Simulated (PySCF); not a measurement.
Delta-SCF ions had no search for a lower state. Excitations are Tamm–Dancoff values on a coarser integration grid. The basis has no diffuse functions, so Rydberg states are missing or too high.

Cartesian coordinates (Å):
```xyz
7

O     -1.2405    -1.8259    -0.1969
C     -0.7492    -0.7346    -0.0938
C     -0.8393     0.6879    -0.0019
C      0.3841     0.1419     0.0321
O      1.6645     0.4684     0.1289
H     -1.4248     1.5949     0.0259
H      2.2052    -0.3328     0.1057
```
Charge 0, multiplicity 1.

**Question.** What is the computed S1–T1 gap (TDA), HOMO–LUMO gap, vertical ionisation energy (Delta-SCF), S1 excitation (TDA), HOMO, LUMO, total energy and dipole moment (PySCF with M06-2X/def2-TZVP // B3LYP-D3(BJ)/def2-TZVP)?

**Answer.** 
| Item | Result |
|---|---|
| S1–T1 gap (TDA) | 0.37 eV |
| HOMO–LUMO gap | 9.13 eV |
| vertical ionisation energy (Delta-SCF) | 9.67 eV |
| S1 excitation (TDA) | 5.27 eV |
| HOMO | -8.54 eV |
| LUMO | 0.59 eV |
| total energy | -7235.09 eV |
| dipole moment | 3.40 D |
